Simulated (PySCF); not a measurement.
Two-photon absorption: `C[Se][SiH2][SiH3]`, CH8SeSi2

Molfile (atoms numbered from 1):
```
CH8SeSi2
     RDKit          3D

 12 11  0  0  0  0  0  0  0  0999 V2000
   -2.0859    0.3158    0.3194 C   0  0  0  0  0  0  0  0  0  0  0  0
   -1.4637   -1.4625   -0.2152 Se  0  0  0  0  0  2  0  0  0  0  0  0
    0.7249   -1.2085    0.4355 Si  0  0  0  0  0  4  0  0  0  0  0  0
    1.6890    0.7093   -0.4568 Si  0  0  0  0  0  4  0  0  0  0  0  0
   -3.1480    0.3700    0.0967 H   0  0  0  0  0  0  0  0  0  0  0  0
   -1.9245    0.4443    1.3866 H   0  0  0  0  0  0  0  0  0  0  0  0
   -1.5461    1.0732   -0.2444 H   0  0  0  0  0  0  0  0  0  0  0  0
    1.3022   -2.4783   -0.0004 H   0  0  0  0  0  0  0  0  0  0  0  0
    0.7033   -1.2257    1.9050 H   0  0  0  0  0  0  0  0  0  0  0  0
    1.4967    1.8631    0.4280 H   0  0  0  0  0  0  0  0  0  0  0  0
    1.1255    1.0800   -1.7572 H   0  0  0  0  0  0  0  0  0  0  0  0
    3.1278    0.5186   -0.6291 H   0  0  0  0  0  0  0  0  0  0  0  0
  1  2  1  0
  2  3  1  0
  3  4  1  0
  1  5  1  0
  1  6  1  0
  1  7  1  0
  3  8  1  0
  3  9  1  0
  4 10  1  0
  4 11  1  0
  4 12  1  0
M  END
```

Computed with TDDFT PBE0/aug-cc-pVDZ excited states, vertical, gas phase (PySCF 2.14.0). Geometry: GFN2-xTB.

The calculation is non-relativistic, which matters for the atoms heavier than Zn.

(1) How strongly do the lowest singlets absorb one photon, and two photons of half the energy?

## Answers

(1) δ for parallel linear polarisation; σ at the peak of a Lorentzian of half width 0.1 eV, single beam; Ω is circular over linear.
| state | E (eV) | f | photon λ (nm) | δ (au) | σ (GM) | Ω | main |
| --- | --- | --- | --- | --- | --- | --- | --- |
| S1 | 4.36 | 0.011 | 568 | 1.92 | 0.01 | 1.01 | HOMO→LUMO 0.97 |
| S2 | 4.97 | 0.002 | 499 | 33.6 | 0.30 | 0.84 | HOMO→LUMO+1 0.80, HOMO→LUMO+2 0.10 |
| S3 | 5.31 | 0.005 | 467 | 47.7 | 0.49 | 0.14 | HOMO→LUMO+2 0.60, HOMO→LUMO+3 0.30 |
| S4 | 5.40 | 0.000 | 459 | 71.8 | 0.77 | 1.34 | HOMO→LUMO+3 0.63, HOMO→LUMO+2 0.27 |
| S5 | 5.77 | 0.025 | 430 | 335 | 4.09 | 0.28 | HOMO→LUMO+4 0.78 |

Among these, the strongest one-photon state is S5, the strongest two-photon state S5, with a dipole change of 9.2 D (relaxed, norm of the difference vector).
